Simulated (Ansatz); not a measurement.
A structure relaxed at r2SCAN-D4/def2-SVP in Ansatz, charge 0, singlet:

```xyz
10

Ge   -0.085    1.677   -1.757
Ge    0.089   -0.443    2.501
Ge    2.526    0.959    0.288
Ge   -1.045   -1.785    0.742
Ge   -2.119    2.170   -0.467
Te    2.312    1.455   -2.401
Te   -1.715   -0.392   -1.514
Te   -1.854   -4.044    0.703
Te    1.832   -1.611    0.647
Te    0.060    2.015    1.258
```

(1) Give its formula.

(2) Summarise the bond lengths by kind (pairs closer than 1.2 times the sum of covalent radii, bridged metal pairs left out).

## Answers

(1) Ge₅Te₅.

(2) 13 × Ge–Te 2.40 to 3.04 Å; 2 × Ge–Ge 2.46 to 2.49 Å.

In the def2 sets Te takes a core potential; there is no spin–orbit coupling. Another isomer (singlet) lies 1.36 eV lower at PBE0-D4/def2-SVP; other spin states weren't run for this one.
